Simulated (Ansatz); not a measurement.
Reaction (atomization): `O[SiH2]C[Si](O)(F)F` → C• + 2 F• + 6 H• + 2 O• + 2 Si•

Gas-phase electronic energies from Ansatz, PBE0-D4/def2-TZVP geometries. CCSD(T)/CBS is the MP2 limit (def2-TZVPP, def2-QZVPP) plus CCSD(T) − MP2 in def2-TZVPP, frozen cores. This one scheme is used for every species, atoms too. DFT in def2-TZVPP. B3LYP here is the variant with VWN-RPA as its local correlation; programs differ in this. Open shells (•) are unrestricted, without spin–orbit coupling. Spin–orbit coupling would lower the free atoms: a little for C, F, O, Si. One conformer a species, not always the lowest.

| level | ΔE (kJ/mol) | difference from CCSD(T)/CBS |
| --- | --- | --- |
| PBE-D4 | 5270.7 | 8.1 |
| r2SCAN-D4 | 5240.1 | -22.5 |
| PBE0-D4 | 5174.2 | -88.4 |
| B3LYP-D4 | 5197.6 | -65.0 |
| ωB97X-V | 5244.1 | -18.5 |
| ωB97M-V | 5247.1 | -15.5 |
| B2PLYP | 5168.9 | -93.7 |
| PBE | 5237.8 | -24.8 |
| r2SCAN | 5232.0 | -30.6 |
| PBE0 | 5146.3 | -116.3 |
| B3LYP | 5144.6 | -118.0 |
| HF/def2-TZVPP | 3854.7 | -1407.9 |
| MP2/def2-TZVPP | 5249.3 | -13.3 |
| SCS-MP2/def2-TZVPP | 5191.3 | -71.3 |
| CCSD/def2-TZVPP | 5035.2 | -227.4 |
| CCSD(T)/def2-TZVPP | 5107.9 | -154.7 |
| HF/def2-QZVPP | 3869.3 | -1393.3 |
| MP2/def2-QZVPP | 5343.1 | 80.5 |
| SCS-MP2/def2-QZVPP | 5293.9 | 31.3 |
| HF/CBS(def2) | 3871.4 | -1391.2 |
| MP2/CBS(def2) | 5404.0 | 141.4 |
| CCSD/CBS(def2) | 5189.9 | -72.7 |
| CCSD(T)/CBS | 5262.6 | 0 |

Largest T1 diagnostic among the species: 0.012.

The D4 term adds +52.9 kJ/mol with B3LYP and +27.9 kJ/mol with PBE0; it sums over pairs of atoms, weighted by their polarisabilities, and B3LYP, whose exchange is more repulsive, gets the larger term. In def2-TZVPP, CCSD(T) changes the Hartree–Fock value by +1253.2 kJ/mol (the triples alone add +72.7 kJ/mol) and MP2 by +1394.6 kJ/mol; breaking electron pairs costs correlation energy, which Hartree–Fock lacks.

For atomizations the MP2-based limit and the directly extrapolated one differ by several kJ/mol either way, and by 10 to 25 for some Ge, Se and Sn compounds, so smaller differences from it don't rank the levels.
